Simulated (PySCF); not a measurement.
Relaxation of triplet GeHCl

Computed with UPBE0 in PySCF with Ge def2-TZVP, H def2-TZVP, Cl def2-TZVP; no relativity; density-fitted integrals. A (50,194) grid was used.

A start displaced from a saddle point along its imaginary mode, of Cs symmetry, held to at least that symmetry:

Coordinates in bohr (charge 0 multiplicity 3):
```
Ge    0.0048   -0.0027   -1.3256
H    -0.1976    0.1112   -4.5784
Cl   -0.0043    0.0024    2.9342
```

Problem. What forces act on the atoms at the start (eV/Å)?

Solution. 
| atom | Fx | Fy | Fz |
| --- | --- | --- | --- |
| Ge1 | 0.44 | -0.24 | -0.05 |
| H2 | -0.25 | 0.13 | 0.11 |
| Cl3 | -0.20 | 0.10 | -0.07 |

Problem. What does it relax to?

Solution. It ends at Cs with Ge–Cl 2.148 Å, Ge–H 1.556 Å; Cl–Ge–H 115.2°. A frequency run shows a minimum. Other isomers or separated fragments may lie lower.

Problem. How much energy is released, and in how many steps?

Solution. 103.6 kJ/mol in 8 steps.

At this level a singlet minimum of Cs symmetry lies 153 kJ/mol below this structure.
